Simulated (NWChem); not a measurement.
System: LiOH; SMILES [Li][OH]

Here is an NWChem input.

```
start job
memory heap 200 mb stack 900 mb global 1100 mb
geometry units angstroms noautosym nocenter noautoz
  Li    -0.768097    -0.718737    -0.660743
  O      0.191656     0.179366     0.164872
  H      0.780758     0.730534     0.671627
end
basis spherical
  * library pcsseg-1
end
dft
  xc b3lyp
  iterations 150
end
property
  shielding
end
task dft property
```

Excerpt of the output:

```
             Northwest Computational Chemistry Package (NWChem) 7.3.0
             --------------------------------------------------------

                             Geometry "geometry" -> ""
                             -------------------------

 Output coordinates in angstroms (scale by  1.889725989 to convert to a.u.)

  No.       Tag          Charge          X              Y              Z
 ---- ---------------- ---------- -------------- -------------- --------------
    1 Li                   3.0000    -0.76809700    -0.71873700    -0.66074300
    2 O                    8.0000     0.19165600     0.17936600     0.16487200
    3 H                    1.0000     0.78075800     0.73053400     0.67162700

 Effective nuclear repulsion energy (a.u.)      13.2594402350

                              NWChem Property Module
                              ----------------------

  itol2e modified to match energy
  convergence criterion.

                                 NWChem DFT Module
                                 -----------------

 Summary of "ao basis" -> "ao basis" (spherical)
 ------------------------------------------------------------------------------
       Tag                 Description            Shells   Functions and Types
 ---------------- ------------------------------  ------  ---------------------
 Li                         pcsseg-1                 6       12   3s3p
 O                          pcsseg-1                 7       17   3s3p1d
 H                          pcsseg-1                 3        5   2s1p

  itol2e modified to match energy
  convergence criterion.

            General Information
            -------------------
          SCF calculation type: DFT
          Wavefunction type:  closed shell.
          No. of atoms     :     3
          No. of electrons :    12
           Alpha electrons :     6
            Beta electrons :     6
          Charge           :     0
          Spin multiplicity:     1
          Use of symmetry is: off; symmetry adaption is: off
          Maximum number of iterations: 150
          AO basis - number of functions:    34
                     number of shells:    16
          Convergence on energy requested:  1.00D-07
          Convergence on density requested:  1.00D-05
          Convergence on gradient requested:  5.00D-04

              XC Information
              --------------
                         B3LYP Method XC Potential
                     Hartree-Fock (Exact) Exchange  0.200
                        Slater Exchange Functional  0.800 local
                    Becke 1988 Exchange Functional  0.720 non-local
              Lee-Yang-Parr Correlation Functional  0.810
                  VWN I RPA Correlation Functional  0.190 local

             Grid Information
             ----------------
          Grid used for XC integration:  fine
          Radial quadrature: Mura-Knowles
          Angular quadrature: Lebedev.
          Tag              B.-S. Rad. Rad. Pts. Rad. Cut. Ang. Pts.
          ---              ---------- --------- --------- ---------
          Li                  1.45       70          10.0       590
          O                   0.60       70           7.0       590
          H                   0.35       60          11.0       590
          Grid pruning is: on
          Number of quadrature shells:   200
          Spatial weights used:  Erf1

      Superposition of Atomic Density Guess
      -------------------------------------

 Sum of atomic energies:         -82.67268227

      Non-variational initial energy
      ------------------------------

 Total energy =     -82.610153
 1-e energy   =    -138.817130
 2-e energy   =      42.947536
 HOMO         =      -0.505698
 LUMO         =      -0.056504

   convergence    iter        energy       DeltaE   RMS-Dens  Diis-err
 ---------------- ----- ----------------- --------- --------- ---------
 d= 0,ls=0.0,diis     1    -83.2635377196 -9.65D+01  4.49D-02  9.91D-01
 d= 0,ls=0.5,diis     2    -82.5737785898  6.90D-01  1.41D-02  7.15D+00
 d= 0,ls=0.5,diis     3    -83.1708748457 -5.97D-01  8.03D-03  1.63D+00
 d= 0,ls=0.5,diis     4    -83.3200852558 -1.49D-01  4.89D-03  3.56D-01
 d= 0,ls=0.5,diis     5    -83.3606267152 -4.05D-02  3.03D-03  7.13D-02
  Resetting Diis
 d= 0,ls=0.5,diis     6    -83.3717127593 -1.11D-02  1.80D-03  1.65D-02
 d= 0,ls=0.5,diis     7    -83.3744031093 -2.69D-03  2.05D-03  1.09D-02
 d= 0,ls=0.5,diis     8    -83.3758756130 -1.47D-03  9.89D-04  1.05D-02
 d= 0,ls=0.5,diis     9    -83.3766763170 -8.01D-04  5.99D-04  2.83D-03
 d= 0,ls=0.5,diis    10    -83.3769672645 -2.91D-04  3.32D-04  2.82D-04
 d= 0,ls=0.5,diis    11    -83.3770167278 -4.95D-05  1.74D-04  2.36D-05
 d= 0,ls=0.5,diis    12    -83.3770271755 -1.04D-05  1.00D-04  1.45D-05
 d= 0,ls=0.5,diis    13    -83.3770314603 -4.28D-06  5.86D-05  9.34D-06
 d= 0,ls=0.5,diis    14    -83.3770334033 -1.94D-06  3.54D-05  5.07D-06
 d= 0,ls=0.5,diis    15    -83.3770342843 -8.81D-07  2.20D-05  2.53D-06
 d= 0,ls=0.5,diis    16    -83.3770346814 -3.97D-07  1.40D-05  1.20D-06
 d= 0,ls=0.5,diis    17    -83.3770348592 -1.78D-07  8.98D-06  5.52D-07
 d= 0,ls=0.5,diis    18    -83.3770349380 -7.88D-08  5.81D-06  2.50D-07

         Total DFT energy =      -83.377034972746
      One electron energy =     -141.644649324137
           Coulomb energy =       55.941492402657
    Exchange-Corr. energy =      -10.933318286245
 Nuclear repulsion energy =       13.259440234980

 Numeric. integr. density =       11.999999872962

                       DFT Final Molecular Orbital Analysis
                       ------------------------------------

 Vector    4  Occ=2.000000D+00  E=-3.801037D-01
              MO Center=  2.2D-01,  2.1D-01,  1.9D-01, r^2= 8.2D-01
   Bfn.  Coefficient  Atom+Function         Bfn.  Coefficient  Atom+Function
  ----- ------------  ---------------      ----- ------------  ---------------
    30      0.383365  3 H  s                 15     -0.271825  2 O  s
    19      0.236958  2 O  px                20      0.221708  2 O  py
    21      0.203836  2 O  pz                22      0.152615  2 O  px
    23      0.142791  2 O  py                 1      0.134304  1 Li s
    24      0.131282  2 O  pz                14     -0.128163  2 O  s

 Vector    5  Occ=2.000000D+00  E=-2.178378D-01
              MO Center=  1.5D-01,  1.4D-01,  1.3D-01, r^2= 9.4D-01
   Bfn.  Coefficient  Atom+Function         Bfn.  Coefficient  Atom+Function
  ----- ------------  ---------------      ----- ------------  ---------------
    23      0.346135  2 O  py                22     -0.334318  2 O  px
    20      0.315416  2 O  py                19     -0.304645  2 O  px
    17      0.173066  2 O  py                16     -0.167157  2 O  px
    11      0.088513  1 Li py                10     -0.085498  1 Li px
     8      0.047726  1 Li py                 7     -0.046106  1 Li px

 Vector    6  Occ=2.000000D+00  E=-2.178378D-01
              MO Center=  1.5D-01,  1.4D-01,  1.3D-01, r^2= 9.4D-01
   Bfn.  Coefficient  Atom+Function         Bfn.  Coefficient  Atom+Function
  ----- ------------  ---------------      ----- ------------  ---------------
    24      0.407449  2 O  pz                21      0.371287  2 O  pz
    18      0.203723  2 O  pz                23     -0.185349  2 O  py
    22     -0.177077  2 O  px                20     -0.168899  2 O  py
    19     -0.161362  2 O  px                12      0.104197  1 Li pz
    17     -0.092674  2 O  py                16     -0.088538  2 O  px

 Vector    7  Occ=0.000000D+00  E=-4.360811D-02
              MO Center= -1.4D+00, -1.3D+00, -1.2D+00, r^2= 5.4D+00
   Bfn.  Coefficient  Atom+Function         Bfn.  Coefficient  Atom+Function
  ----- ------------  ---------------      ----- ------------  ---------------
     3      0.764173  1 Li s                 10     -0.211913  1 Li px
    11     -0.198303  1 Li py                12     -0.182296  1 Li pz
     2      0.177117  1 Li s                  1     -0.159533  1 Li s
     7     -0.076519  1 Li px                15     -0.074536  2 O  s
     8     -0.071602  1 Li py                 9     -0.065824  1 Li pz

 Vector    8  Occ=0.000000D+00  E= 4.178481D-02
              MO Center= -7.9D-01, -7.4D-01, -6.8D-01, r^2= 6.8D+00
   Bfn.  Coefficient  Atom+Function         Bfn.  Coefficient  Atom+Function
  ----- ------------  ---------------      ----- ------------  ---------------
    12      0.804520  1 Li pz                11     -0.441221  1 Li py
    10     -0.279176  1 Li px                24     -0.216668  2 O  pz
    21     -0.118410  2 O  pz                23      0.118834  2 O  py
     9      0.096827  1 Li pz                22      0.075193  2 O  px
    18     -0.071048  2 O  pz                20      0.064943  2 O  py

 Vector    9  Occ=0.000000D+00  E= 4.178481D-02
              MO Center= -7.9D-01, -7.4D-01, -6.8D-01, r^2= 6.8D+00
   Bfn.  Coefficient  Atom+Function         Bfn.  Coefficient  Atom+Function
  ----- ------------  ---------------      ----- ------------  ---------------
    10      0.700193  1 Li px                11     -0.645923  1 Li py
    22     -0.188564  2 O  px                23      0.173969  2 O  py
    12     -0.111269  1 Li pz                19     -0.103052  2 O  px
    20      0.095074  2 O  py                 7      0.084270  1 Li px
     8     -0.077741  1 Li py                16     -0.061833  2 O  px

     Multipole analysis of the density
     ---------------------------------

     L   x y z        total         alpha         beta         nuclear
     -   - - -        -----         -----         ----         -------
     0   0 0 0     -0.000000     -6.000000     -6.000000     12.000000

     1   1 0 0     -0.906142     -0.462250     -0.462250      0.018359
     1   0 1 0     -0.847986     -0.432734     -0.432734      0.017482
     1   0 0 1     -0.779503     -0.397664     -0.397664      0.015825

     2   2 0 0     -4.357160     -6.951947     -6.951947      9.546734
     2   1 1 0      2.712209     -3.110515     -3.110515      8.933239
     2   1 0 1      2.493434     -2.859493     -2.859493      8.212419
     2   0 2 0     -4.717899     -6.538534     -6.538534      8.359168
     2   0 1 1      2.333121     -2.675775     -2.675775      7.684670
     2   0 0 2     -5.110805     -6.087701     -6.087701      7.064597

          -----------------------------------------
          Chemical Shielding Tensors (GIAO, in ppm)
          -----------------------------------------

                                NWChem CPHF Module
                                ------------------

  scftype          =     RHF
  nclosed          =        6
  nopen            =        0
  variables        =      168
  # of vectors     =        3
  tolerance        = 0.10D-03
  level shift      = 0.00D+00
  max iterations   =       50
  max subspace     =       30

 SCF residual:    4.7230601135710154E-004

Iterative solution of linear equations
  No. of variables      168
  No. of equations        3
  Maximum subspace       30
        Iterations       50
       Convergence  1.0D-04

   iter   nsub   residual    time
   ----  ------  --------  ---------
     1      3    1.69D-01       2.6
     2      6    9.38D-03       2.8
     3      9    4.63D-04       3.1
     4     12    1.78D-05       3.4

      Atom:    1  Li
        Diamagnetic
    101.6130      3.8425      3.5324
      3.8425    101.1023      3.3055
      3.5324      3.3055    100.5454

        Paramagnetic
    -11.0444      6.3968      5.8807
      6.3968    -11.8950      5.5027
      5.8807      5.5027    -12.8219

        Total Shielding Tensor
     90.5686     10.2393      9.4132
     10.2393     89.2073      8.8082
      9.4132      8.8082     87.7235

           isotropic =      89.1665
          anisotropy =      28.6214

          Principal Components and Axis System
                 1           2           3
              108.2474     79.6260     79.6260

      1         0.6183     -0.4960     -0.6096
      2         0.5786      0.8123     -0.0741
      3         0.5319     -0.3069      0.7892

      Atom:    2  O
        Diamagnetic
    391.1084     12.7097     11.6849
     12.7097    389.4168     10.9332
     11.6849     10.9332    387.5765

        Paramagnetic
    -60.0742     34.7947     31.9812
     34.7947    -64.6933     29.9314
     31.9812     29.9314    -69.7387

        Total Shielding Tensor
    331.0342     47.5044     43.6661
     47.5044    324.7235     40.8646
     43.6661     40.8646    317.8378

           isotropic =     324.5318
          anisotropy =     132.7804

          Principal Components and Axis System
                 1           2           3
              413.0521    280.2742    280.2692

      1         0.6183     -0.5986     -0.5093
      2         0.5786     -0.0919      0.8104
      3         0.5319      0.7958     -0.2896

      Atom:    3  H
        Diamagnetic
     33.2075      8.0369      7.3891
      8.0369     32.1372      6.9135
      7.3891      6.9135     30.9740

        Paramagnetic
      0.1254     -0.0728     -0.0670
     -0.0728      0.1358     -0.0625
     -0.0670     -0.0625      0.1457

        Total Shielding Tensor
     33.3330      7.9641      7.3221
      7.9641     32.2730      6.8509
      7.3221      6.8509     31.1197

           isotropic =      32.2419
          anisotropy =      22.2622

          Principal Components and Axis System
                 1           2           3
               47.0834     24.8213     24.8211

      1         0.6183     -0.5095     -0.5984
      2         0.5786      0.8104     -0.0922
      3         0.5319     -0.2892      0.7959
```

Level: B3LYP/pcSseg-1, GIAO. Structure relaxed at the PBE0/def2-SVP level. The printed shielding anisotropy is the first printed principal value minus the mean of the other two.
